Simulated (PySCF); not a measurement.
TeO: frontier orbitals

PBE0 at R = 1.846 Å; Te aug-cc-pVDZ-PP with ECP28, O aug-cc-pVDZ; scalar-relativistic core potentials (PySCF 2.14). State: ³Σ⁻ (triplet), unpaired electrons π ↑↑. Only the outer orbitals are listed, counted within each symmetry, core potentials removing the inner ones.

```json
{"spin": "α", "orbital": "5σ", "occ.": "1", "ε (eV)": "-27.38", "on Te (%)": "3", "main shells (%)": "93 O s"}
{"spin": "α", "orbital": "6σ", "occ.": "1", "ε (eV)": "-17.68", "on Te (%)": "84", "main shells (%)": "82 Te s, 9 O s"}
{"spin": "α", "orbital": "7σ", "occ.": "1", "ε (eV)": "-10.88", "on Te (%)": "36", "main shells (%)": "60 O p, 29 Te p"}
{"spin": "α", "orbital": "3π", "occ.": "1", "ε (eV)": "-10.82", "on Te (%)": "24", "main shells (%)": "76 O p, 23 Te p"}
{"spin": "α", "orbital": "3π", "occ.": "1", "ε (eV)": "-10.82", "on Te (%)": "24", "main shells (%)": "76 O p, 23 Te p"}
{"spin": "α", "orbital": "4π", "occ.": "1", "ε (eV)": "-7.19", "on Te (%)": "79", "main shells (%)": "77 Te p, 21 O p"}
{"spin": "α", "orbital": "4π", "occ.": "1", "ε (eV)": "-7.19", "on Te (%)": "79", "main shells (%)": "77 Te p, 21 O p"}
{"spin": "α", "orbital": "8σ", "occ.": "0", "ε (eV)": "-1.53", "on Te (%)": "101", "main shells (%)": "84 Te p, 15 O p, 11 Te d"}
{"spin": "β", "orbital": "5σ", "occ.": "1", "ε (eV)": "-26.02", "on Te (%)": "5", "main shells (%)": "90 O s"}
{"spin": "β", "orbital": "6σ", "occ.": "1", "ε (eV)": "-16.25", "on Te (%)": "81", "main shells (%)": "80 Te s, 11 O s"}
{"spin": "β", "orbital": "7σ", "occ.": "1", "ε (eV)": "-10.18", "on Te (%)": "40", "main shells (%)": "57 O p, 29 Te p, 10 Te s"}
{"spin": "β", "orbital": "3π", "occ.": "1", "ε (eV)": "-8.88", "on Te (%)": "34", "main shells (%)": "65 O p, 32 Te p"}
{"spin": "β", "orbital": "3π", "occ.": "1", "ε (eV)": "-8.88", "on Te (%)": "34", "main shells (%)": "65 O p, 32 Te p"}
{"spin": "β", "orbital": "4π", "occ.": "0", "ε (eV)": "-3.66", "on Te (%)": "71", "main shells (%)": "69 Te p, 29 O p"}
{"spin": "β", "orbital": "4π", "occ.": "0", "ε (eV)": "-3.66", "on Te (%)": "71", "main shells (%)": "69 Te p, 29 O p"}
{"spin": "β", "orbital": "8σ", "occ.": "0", "ε (eV)": "-1.03", "on Te (%)": "102", "main shells (%)": "85 Te p, 15 O p, 10 Te d"}
```

**Question.** Which are the highest filled and the lowest empty level, where do they sit, and how wide is the gap?

**Answer.** Highest filled α 4π at -7.19 eV (in %: 77 Te p, 21 O p); lowest empty β 4π at -3.66 eV (in %: 69 Te p, 29 O p); the gap at PBE0 is 3.53 eV. Both belong to one degenerate shell, split only by its one-sided filling, so this is no excitation gap.

```
bond order (Mayer)                              : 1.51
⟨S²⟩                                            : 2.012
charge on Te (Mulliken, basis-dependent)        : 0.78
charge on Te (Löwdin, basis-dependent)          : 0.80
dipole moment (positive dipole means Te(−)O(+)) : -2.96 D
polarisability along the bond                   : 51.4 bohr³
polarisability across the bond                  : 34.8 bohr³
```

Shares are Mulliken populations and can fall outside 0 to 100 %.

Spin–orbit coupling is left out. The state was picked by a PBE0 search and need not be the measured ground state.
